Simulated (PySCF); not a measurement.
Compound: C3H10NSi2 (doublet state).
Z-matrix (Å and degrees, GFN2-xTB geometry), rows numbered from 1:
```
C 
Si  1  1.8982
C   2  1.8449  1  115.57
C   3  1.4687  2  114.85  1  -140.72
Si  4  1.9242  3  106.97  2    32.60
N   5  1.7178  4   96.21  3   -26.71
H   1  1.0845  2  110.24  3   -67.02
H   1  1.0854  2  111.01  3   174.07
H   1  1.0854  2  112.13  3    53.22
H   2  1.4782  1  108.94  3   133.68
H   3  1.0785  2  125.77  1    30.02
H   4  1.0942  3  110.08  2   -80.21
H   4  1.0893  3  112.98  2   159.99
H   5  1.4650  4  112.17  3  -143.52
H   5  1.4687  4  110.91  3    91.65
H   6  1.0045  2  120.77  1   -53.46
```

The hyperfine couplings belong to this conformer and change with its torsions.

The species is `C[Si@@H]1[CH]C[SiH2]N1` [radical].

Method: UKS B3LYP, pcH-1 on C H N Si, non-relativistic, mean-field spin-orbit, GIAO in PySCF 2.14.0. Isolated species at its GFN2-xTB geometry (one conformer only). The geometry wasn't refined by DFT: couplings that depend on bond lengths, twists or pyramidal angles can differ widely from those at the functional's own minimum. The SCF solution wasn't tested for stability.

(1) The isotropic 13C couplings are +77.0, -28.1, +9.2 MHz. Assign them to C1; C3; C4.

(2) Match the computed a_iso(29Si) values -61.3, +39.5 MHz with the sites Si2; Si5.

Results:

(1) 
| site | a_iso (MHz) | ρ(0) (bohr⁻³) | position | distance from C3 (Å) | spin population | largest \|T\| (MHz) |
| --- | --- | --- | --- | --- | --- | --- |
| C1 | +9.2 | +0.0082 | 2 bonds from C3 | 3.17 | +0.01 | 2.4 |
| C3 | +77.0 | +0.0686 | largest spin population | 0.00 | +0.97 | 144.8 |
| C4 | -28.1 | -0.0250 | 1 bond from C3 | 1.47 | -0.07 | 4.0 |

(2) 
```tsv
site	a_iso (MHz)	ρ(0) (bohr⁻³)	position	distance from C3 (Å)	spin population	largest |T| (MHz)
Si2	+39.5	-0.0445	1 bond from C3	1.84	-0.01	4.0
Si5	-61.3	+0.0691	2 bonds from C3	2.74	+0.04	12.7
```

ρ(0) is the spin density at the nucleus and T the dipolar tensor; a_iso includes a spin–orbit part; entries for several nuclei are means. The Mulliken spin populations are largest on C3 (+0.97), C4 (-0.07) and H12 (+0.07). No atom but C3 exceeds +0.15. The angles at C3 add up to 359.4°, so it is planar; its axial dipolar tensor and the negative coupling of its proton fit spin in a p orbital normal to that plane.

Nuclei that the bonding pattern makes equivalent are averaged, as if the motion that swaps them (rotation, inversion, ring flip) were fast.
